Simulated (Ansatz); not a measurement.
Consider the redistribution: `NB(S)O[SiH3]` + `[F][Al]([SH])[Cl]` → `NB(Cl)O[SiH3]` + `[F][Al]([SH])[SH]`.

Isolated molecules relaxed with PBE0-D4/def2-TZVP in Ansatz; ΔE leaves out vibrations. CCSD(T)/CBS adds triple-zeta CCSD(T) − MP2 to the extrapolated MP2 energy (def2 sets, frozen cores). Functionals use def2-TZVPP. B3LYP here is the variant with VWN-RPA as its local correlation; programs differ in this. Each species was taken in one conformer, which may not be the lowest.

```json
{"level": "PBE-D4", "ΔE (kJ/mol)": "17.7", "difference from CCSD(T)/CBS": "-3.7"}
{"level": "PBE0-D4", "ΔE (kJ/mol)": "18.7", "difference from CCSD(T)/CBS": "-2.7"}
{"level": "B3LYP-D4", "ΔE (kJ/mol)": "20.8", "difference from CCSD(T)/CBS": "-0.6"}
{"level": "BHLYP-D4", "ΔE (kJ/mol)": "22.1", "difference from CCSD(T)/CBS": "0.7"}
{"level": "ωB97X-V", "ΔE (kJ/mol)": "20.5", "difference from CCSD(T)/CBS": "-0.9"}
{"level": "revPBE", "ΔE (kJ/mol)": "16.1", "difference from CCSD(T)/CBS": "-5.3"}
{"level": "r2SCANh", "ΔE (kJ/mol)": "20.0", "difference from CCSD(T)/CBS": "-1.4"}
{"level": "r2SCAN0", "ΔE (kJ/mol)": "20.1", "difference from CCSD(T)/CBS": "-1.3"}
{"level": "BHLYP", "ΔE (kJ/mol)": "20.3", "difference from CCSD(T)/CBS": "-1.1"}
{"level": "HF/def2-SVP", "ΔE (kJ/mol)": "19.9", "difference from CCSD(T)/CBS": "-1.5"}
{"level": "MP2/def2-SVP", "ΔE (kJ/mol)": "19.8", "difference from CCSD(T)/CBS": "-1.6"}
{"level": "CCSD/def2-SVP", "ΔE (kJ/mol)": "19.8", "difference from CCSD(T)/CBS": "-1.6"}
{"level": "MP2/def2-TZVPP", "ΔE (kJ/mol)": "21.0", "difference from CCSD(T)/CBS": "-0.4"}
{"level": "CCSD/def2-TZVPP", "ΔE (kJ/mol)": "20.5", "difference from CCSD(T)/CBS": "-0.9"}
{"level": "HF/def2-QZVPP", "ΔE (kJ/mol)": "21.8", "difference from CCSD(T)/CBS": "0.4"}
{"level": "MP2/def2-QZVPP", "ΔE (kJ/mol)": "21.8", "difference from CCSD(T)/CBS": "0.4"}
{"level": "CCSD(T)/CBS", "ΔE (kJ/mol)": "21.4", "difference from CCSD(T)/CBS": "0"}
```

Largest T1 diagnostic among the species: 0.012.

Leaving LDA and LC-ωPBE aside and taking each functional with its dispersion term where it has one, the values spread over 4.4 kJ/mol, from PBE-D4 to BHLYP-D4.
